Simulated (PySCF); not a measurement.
# Core-level binding energies of ethylene sulfate

Ethylene sulfate, C₂H₄O₄S.
Numbering: `[O:1]=[S:2]1(=[O:3])[O:4][CH2:5][CH2:6][O:7]1`

Theory: PySCF 2.14.0, delta-SCF UKS SCAN, pcX-2 on the ionised atom, pcseg-1 elsewhere, spin-free X2C. These are vertical core ionisation energies against the vacuum level, from separate self-consistent calculations with and without the core hole.

What binding energy does each computed site have?

```json
{"atom(s)": "S2", "environment": "sulfonyl sulfur", "level": "S 1s", "binding energy (eV)": "2484.74", "above the level's lowest (eV)": "0.00", "count": "1"}
{"atom(s)": "O4/O7", "environment": "oxygen bonded to C and S", "level": "O 1s", "binding energy (eV)": "539.99", "above the level's lowest (eV)": "+1.29", "count": "2"}
{"atom(s)": "O1/O3", "environment": "sulfonyl oxygen", "level": "O 1s", "binding energy (eV)": "538.70", "above the level's lowest (eV)": "0.00", "count": "2"}
{"atom(s)": "C5/C6", "environment": "sp3 carbon bound to oxygen", "level": "C 1s", "binding energy (eV)": "293.75", "above the level's lowest (eV)": "0.00", "count": "2"}
```

The listed O 1s values span 1.29 eV, from O1/O3 (bonded to S (double bond)) to O4/O7 (bonded to S and C). Summing the Pauling electronegativity differences to the bonded atoms, each weighted by its formal bond order, gives -1.72 for the lowest site and -1.75 for the highest; the largest sum, -1.72, belongs to O1/O3, 1.29 eV below the top. The smallest sum, -1.75, belongs to O4/O7, 1.29 eV above the lowest.

Which photon energy gives electrons from C 1s of C5/C6 a kinetic energy of 20 eV, and what is their de Broglie wavelength?

hν = 293.75 + 20 = 313.75 eV, recoil neglected; λ = 12.264 Å/√(E/eV) = 2.74 Å.

Topologically equivalent atoms share the value of their first member; where this conformer doesn't relate them by symmetry, their own values could differ. Not every level is listed. Geometry: PBE0-D3(BJ)/def2-SVP, one conformer, isolated molecule.
